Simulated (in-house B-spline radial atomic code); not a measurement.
A fraction x of an electron is moved 4p → 5f in Sb II (Sb+), starting from [Kr] 4d10 5s2 5p2 and keeping the highest spin. Level of theory: scalar-relativistic (X2C) BHandHLYP, spin-polarised, spherical fractional occupations, Fermi nucleus of rms radius 4.6802 fm; calculated with an all-electron radial atomic-structure program (B-spline basis).

Caution: exact exchange at fractional occupations of open shells leaves self-interaction of up to several eV.

```csv
x,E(x) - E(0) (eV),4p down level (eV),5f up level (eV)
0,0.0000,-121.526,-
0.125,15.1838,-122.905,-0.807
0.25,30.5255,-124.275,-0.905
0.375,?,?,?
0.5,?,?,?
0.625,77.4984,-128.304,-1.174
0.75,93.4655,-129.603,-1.264
0.875,109.5814,-130.866,-1.355
1,125.8417,-132.092,-1.450
```

Task: What belongs in the row x = 0.375?

Result: An energy change of 46.0260 eV; 4p down at -125.635 eV, 5f up at -0.996 eV.

Task: What belongs in the row x = 0.5?

Result: An energy change of 61.6844 eV; 4p down at -126.978 eV, 5f up at -1.085 eV.

Task: Check Janak's theorem between x = 0.125 and 0.25.

Result: The slope of the energy is 122.73 eV; the orbital levels give 122.73 eV (ε of the receiving orbital less ε of the emptying one, averaged over the two points).
